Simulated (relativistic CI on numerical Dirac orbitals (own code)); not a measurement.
# Tm⁴⁵⁺: sensitivity of the levels to the model

Base calculation: Dirac-Coulomb-Breit CI, KLI orbitals optimised for each configuration, QED by a radiative potential, unscaled Slater integrals.

Configuration list (outside the closed core [Ne]): 3s²3p⁶3d⁶, 3s²3p⁵3d⁷, 3s²3p⁴3d⁸, 3s3p⁶3d⁷, 3p⁶3d⁸, 3s3p⁵3d⁸, 3s²3p⁶3d⁵4s, 3s²3p⁶3d⁵4p, 3s²3p⁴3d⁷4s, 3s²3p⁶3d⁵4d, 3s²3p⁴3d⁷4p, 3s²3p⁵3d⁶4s, 3s²3p⁶3d⁵4f, 3s²3p⁴3d⁷4d, 3s3p⁵3d⁷4s, 3s²3p⁵3d⁶4p, 3s²3p⁵3d⁶4d, 3s²3p⁶3d⁴4s², 3s3p⁶3d⁶4s, 3p⁶3d⁷4s, 3p⁶3d⁷4p, 3s²3p⁶3d⁵5s, 3p⁶3d⁷4d, 3s3p⁶3d⁵4s². Levels of other configurations are missing.

The lowest level and the first level of each name with at least 55 % of one term (blank where a level has no safe partner in the second run):

```tsv
Level	Base (eV)	Shift (eV)
3s²3p⁶3d⁶ ³F4	0.000	0.000
3s²3p⁶3d⁶ ⁵D3	43.188	-0.134
3s²3p⁶3d⁶ ³G5	52.900	-0.129
3s²3p⁶3d⁶ ³H6	53.029	-0.131
3s²3p⁶3d⁶ ³P1	72.878	-0.134
3s²3p⁶3d⁶ ⁵D2	92.035	-0.261
3s²3p⁶3d⁶ ⁵D0	94.916	-0.259
3s²3p⁶3d⁶ ³H5	102.219	-0.263
3s²3p⁶3d⁶ ¹I6	105.684	-0.263
3s²3p⁶3d⁶ ¹D2	145.474	-0.254
3s²3p⁶3d⁶ ¹S0	160.455	-0.268
3s²3p⁵3d⁷ ⁵G°6	336.501	+0.416
3s²3p⁵3d⁷ ³P°0	346.709	+0.427
3s²3p⁵3d⁷ ³D°3	347.596	+0.422
3s²3p⁵3d⁷ ⁵G°5	386.643	+0.286
3s²3p⁵3d⁷ ³I°7	407.098	+0.291
```

At this charge energies of transitions that change n are usually good to better than 1 %, and those within a shell (Δn = 0) to a few per cent.

(1) One thing was changed in a second run, which moved the levels as shown. Which?
A. Breit term removed
B. configuration mixing switched off
C. P86 correlation estimate
D. QED terms removed

Results:

(1) D. QED terms removed. QED shifts follow the density of s (and p1/2) electrons at the nucleus, so configurations move by their count of such electrons; where none moves, the smaller shifts of p3/2 electrons and of j = l + 1/2 against j = l − 1/2 set the pattern.

LS names give the leading component of a level, which can be under half, so a name can repeat, a term be missing and a line seem to break the LS rules.
